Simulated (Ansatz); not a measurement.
Forces on Eu(NH2)3 (EuN3H6) at its r2SCAN-D4/def2-SVP geometry. Total charge 0; septet.

In the def2 sets Eu takes a core potential; there is no spin–orbit coupling. Correlated methods freeze 7 core orbitals; core or outer-core shells of Eu are correlated, in sets that lack core-valence functions. With an open 4f shell the SCF may have ended on a state above the lowest. At r2SCAN-D4/def2-TZVP the charge 0 septet is spin-contaminated (final ⟨S²⟩ up to 12.35, 12.00 for a pure state).

r2SCAN-D4/def2-TZVP (Ansatz), largest force 0.27 eV/Å:

```xyz
10
positions Å, forces eV/Å
Eu   -0.005    0.001   -0.009    0.001    0.000    0.001
N     0.067   -2.243   -0.343    0.009   -0.239   -0.033
H     0.875   -2.866   -0.263   -0.168    0.211   -0.037
H    -0.699   -2.871   -0.605    0.154    0.204    0.097
N    -1.848    0.956    0.909   -0.195    0.102    0.099
H    -2.251    1.876    0.708    0.164   -0.215    0.035
H    -2.470    0.570    1.625    0.175    0.038   -0.206
N     1.778    1.287   -0.571    0.190    0.136   -0.057
H     2.425    1.167   -1.357   -0.179   -0.035    0.202
H     2.129    2.124   -0.095   -0.152   -0.202   -0.101
```

PBE-QIDH/def2-TZVP (Ansatz), largest force 0.62 eV/Å:

```
Eu 0.006 -0.002 0.009
N -0.002 0.171 0.030
H -0.333 0.513 -0.108
H 0.299 0.484 0.252
N 0.143 -0.072 -0.066
H 0.423 -0.450 0.071
H 0.393 0.024 -0.482
N -0.134 -0.099 0.049
H -0.397 -0.142 0.457
H -0.398 -0.427 -0.212
```
